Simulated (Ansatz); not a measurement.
Computed with Ansatz on PBE0-D4/def2-TZVP structures; ΔE is electronic, products minus reactants. CCSD(T)/CBS is the MP2 limit (def2-TZVPP, def2-QZVPP) plus CCSD(T) − MP2 in def2-TZVPP, frozen cores. DFT in def2-TZVPP. For Se outer-core shells are correlated without core-valence functions, which leaves a few kJ/mol of doubt a bond. Scalar relativity is left out up to krypton. Each species was taken in one conformer, which may not be the lowest.

Consider the redistribution: `N[SiH2][SiH2]N` + `OC(F)[SeH]` → `N[SiH2][SeH]` + `N[SiH2]C(O)F`.

`N[SiH2][SiH2]N`:

Cartesian coordinates in Å:
```
N -0.544 -1.441 1.038
Si -1.347 -0.081 0.333
Si 0.345 1.051 -0.842
N 1.799 0.225 -0.401
H 0.108 -1.950 0.460
H -1.046 -2.066 1.648
H -2.497 -0.399 -0.571
H -1.916 0.736 1.442
H 0.310 2.517 -0.538
H 0.187 0.939 -2.319
H 1.924 -0.018 0.570
H 2.678 0.486 -0.821
```

`OC(F)[SeH]`:

```xyz
7

O    -0.526   -0.672   -1.226
C     0.117   -0.429   -0.055
F    -0.671   -0.734    1.022
Se    0.633    1.480    0.061
H    -1.263   -0.055   -1.312
H     1.001   -1.064   -0.016
H     0.710    1.475    1.526
```

`N[SiH2][SeH]`:

Cartesian coordinates in Å:
```
N 0.684 1.148 -0.239
Si -0.556 0.111 0.322
Se -0.044 -2.101 0.637
H 1.542 1.239 0.282
H 0.856 1.218 -1.229
H -1.660 0.220 -0.660
H -0.971 0.520 1.685
H 0.149 -2.355 -0.797
```

`N[SiH2]C(O)F`:

Z-matrix (Å, degrees):
```
Si
C 1 1.910
N 1 1.730 2 102.8
H 1 1.485 2 110.5 3 113.9
H 1 1.487 2 110.4 3 -123.4
F 2 1.408 1 106.8 3 79.2
O 2 1.373 1 110.0 3 -40.0
H 2 1.093 1 116.5 3 -162.8
H 3 1.009 1 119.4 2 -81.1
H 3 1.007 1 119.1 2 138.4
H 7 0.970 2 107.3 1 33.5
```

| level | ΔE (kJ/mol) |
| --- | --- |
| r2SCAN | -106.2 |
| HF/def2-TZVPP | -113.6 |
| SCS-MP2/def2-QZVPP | -113.2 |
| CCSD/CBS(def2) | -112.2 |

Question: What does CCSD(T)/CBS give? (An estimate is asked.)

Answer: Computed: -110.9 kJ/mol. The listed levels differ from it by 4.7, -2.7, -2.3, -1.3 kJ/mol.

Largest T1 diagnostic among the species: 0.012.

From PBE to PBE0 (25 % exact exchange), in def2-TZVPP and without D4, ΔE moves by −4.3 kJ/mol.

CCSD(T)/CBS has its own doubt, a few kJ/mol and more with outer-core shells, so smaller differences from it don't rank the levels.
